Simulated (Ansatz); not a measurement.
A made-up structure of SnNH$_{4}$ (charge +1), closed shell:

```json
{"atom": "N1", "x (Å)": "-0.0471", "y (Å)": "0.9052", "z (Å)": "-0.0809"}
{"atom": "Sn2", "x (Å)": "0.0523", "y (Å)": "-1.0072", "z (Å)": "0.0901"}
{"atom": "H3", "x (Å)": "0.5697", "y (Å)": "-2.0327", "z (Å)": "-1.1632"}
{"atom": "H4", "x (Å)": "-0.3681", "y (Å)": "-1.8425", "z (Å)": "1.5098"}
{"atom": "H5", "x (Å)": "0.2355", "y (Å)": "1.2725", "z (Å)": "-0.9896"}
{"atom": "H6", "x (Å)": "-0.3743", "y (Å)": "1.3966", "z (Å)": "0.7509"}
```

It is relaxed with PBE-D4/def2-SVP and then PBE0-D4/def2-TZVP (Ansatz 0.2.0). Atoms count as bonded within 1.22 times the sum of their covalent radii (H–H: 0.88 Å). The end point is not checked to be a true minimum.

Q: Does its bonding change? (A judgement: the text doesn't fix the answer.)

A: The calculation gives: No: no bond forms or breaks.

Where it ends: The first stage lowers the energy by 0.27 eV in 5 steps. It ends as SnNH₄ ([NH2][SnH2]), total charge +1:
```xyz
6
angstrom
N -0.0411 0.7892 -0.0706
Sn 0.0585 -1.1234 0.1005
H 0.5970 -1.9306 -1.2670
H -0.4065 -1.7271 1.5942
H 0.2087 1.2853 -0.9142
H -0.3484 1.3984 0.6741
```

Labels in which every atom is bracketed show which atoms are joined, not bond orders.

For scale, one of the runs: PBE0-D4/def2-TZVP relaxation, 105 basis functions, launched by `ansatz run in.yaml --threads 2 --pin off --events-out ev --progress --plain --max-ram 4352MiB`. Hardware: 2 CPU threads of an Arm Neoverse V2, shared host. Wall time about 9.5 s.
